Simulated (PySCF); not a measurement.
**[PbCl5]− relaxed at several levels**

Computed with PySCF 2.14.0, def2-SVP on the ligands, density fitting, scalar-relativistic core potentials, no spin-orbit coupling, vacuum. Each row is relaxed at its own level from the same template. Distances are means of the shortest metal–ligand contacts, charges and spins Mulliken's; removal energies are rigid, with the ligand's formal charge and no counterpoise, so too large; for an anion taken off a cation in vacuum most of it is the attraction of opposite charges, and multiply charged cations can part far more cheaply with an electron moved from ligand to metal.

```
level   basis on the metal  point group  M–Cl (Å)  charge on M (e)  HOMO–LUMO gap (eV)  removal of one Cl (eV)  unstable modes (below −25 cm⁻¹)
 BP86  def2-SVP with ECP60          C4v     2.547             0.68                1.42                    4.65                         1 (soft)
```

(1) What does the calculation give for PBE0, def2-SVP with ECP60?

Members with unstable modes aren't minima as they stand: saddle points kept by symmetry or, where the modes are soft, flat surfaces and noise. One start shape was tried for each, so a minimum needn't be the lowest isomer.

Results:

(1) point group: C4v, M–Cl (Å): 2.501, charge on M (e): 0.82, HOMO–LUMO gap (eV): 3.74, removal of one Cl (eV): 4.87, unstable modes (below −25 cm⁻¹): 1 (soft).
```xyz
6

Pb    0.0000    0.0000   -0.0271
Cl    0.0000    0.0000    2.4411
Cl    2.4475    0.0000   -0.5792
Cl    0.0000    2.4475   -0.5792
Cl   -2.4475    0.0000   -0.5792
Cl    0.0000   -2.4475   -0.5792
```
